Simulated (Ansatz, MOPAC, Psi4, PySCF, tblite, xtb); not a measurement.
Dimer HF ··· CH3Br (SMILES F and CBr) at R = 3.12 Å between the centres of mass, closest contact 2.51 Å (lowest of the rigid-body minima from ten starts at GFN2-xTB). Geometry in Å and degrees:

```
C
H 1 1.0842
H 1 1.0842 2 111.23
H 1 1.0842 2 111.23 3 124.60
Br 1 1.9574 2 107.64 4 117.70
F 2 2.6751 1 124.33 3 118.04
H 6 0.9245 2 85.11 1 -0.19
```

GFN2-xTB (tblite); SAPT0/jun-cc-pVDZ, frozen core (Psi4); revPBE/def2-TZVP, counterpoise-corrected (Psi4); revPBE-D3(BJ)/def2-TZVP, counterpoise-corrected (Psi4); PBE/def2-TZVP, counterpoise-corrected (Psi4); PBE-D3(BJ)/def2-TZVP, counterpoise-corrected (Psi4); M06-2X/def2-TZVP, counterpoise-corrected (Psi4); RHF/aug-cc-pVTZ, counterpoise-corrected (Ansatz, a quantum-chemistry and plane-wave program); MP2/aug-cc-pVTZ = MP2 on RHF/aug-cc-pVTZ, cores with 3d frozen, counterpoise-corrected run with Ansatz; CCSD/aug-cc-pVTZ = CCSD on RHF/aug-cc-pVTZ, cores with 3d frozen, counterpoise-corrected (Ansatz); CCSD(T)/aug-cc-pVTZ = CCSD(T) on RHF/aug-cc-pVTZ, cores with 3d frozen, counterpoise-corrected in Ansatz; RHF/aug-cc-pVQZ, counterpoise-corrected (Ansatz); MP2/aug-cc-pVQZ = Ansatz with MP2 on RHF/aug-cc-pVQZ, cores with 3d frozen, counterpoise-corrected; PM3, restricted, heats of formation (MOPAC); AM1, restricted, heats of formation (MOPAC); GFN1-xTB (xtb); RKS-B3LYP/6-31G* = restricted B3LYP/6-31G*, spherical d, no counterpoise correction in PySCF; RKS-BP86/6-31G* = restricted BP86/6-31G*, spherical d, no counterpoise correction run with PySCF; RKS-B3LYP/3-21G = restricted B3LYP/3-21G, no counterpoise correction run with PySCF; RKS-B3LYP/LANL2DZ = PySCF with restricted B3LYP/LANL2DZ, with its core potentials past Ne, no counterpoise correction.

What interaction energy does each level give?


| method | E_int / kJ/mol |
|---|---|
| RKS-B3LYP/3-21G | -30.67 |
| RKS-B3LYP/6-31G* | -22.90 |
| RKS-BP86/6-31G* | -20.27 |
| RKS-B3LYP/LANL2DZ | -19.38 |
| PBE-D3(BJ)/def2-TZVP | -18.86 |
| M06-2X/def2-TZVP | -17.88 |
| GFN1-xTB | -16.67 |
| GFN2-xTB | -16.63 |
| PBE/def2-TZVP | -16.01 |
| revPBE-D3(BJ)/def2-TZVP | -15.63 |
| MP2/aug-cc-pVQZ | -15.63 |
| CCSD(T)/aug-cc-pVTZ | -15.10 |
| MP2/aug-cc-pVTZ | -14.87 |
| CCSD/aug-cc-pVTZ | -13.82 |
| SAPT0/jun-cc-pVDZ | -13.72 |
| revPBE/def2-TZVP | -9.01 |
| RHF/aug-cc-pVTZ | -8.57 |
| RHF/aug-cc-pVQZ | -8.54 |
| PM3 | -5.73 |
| AM1 | -0.05 |
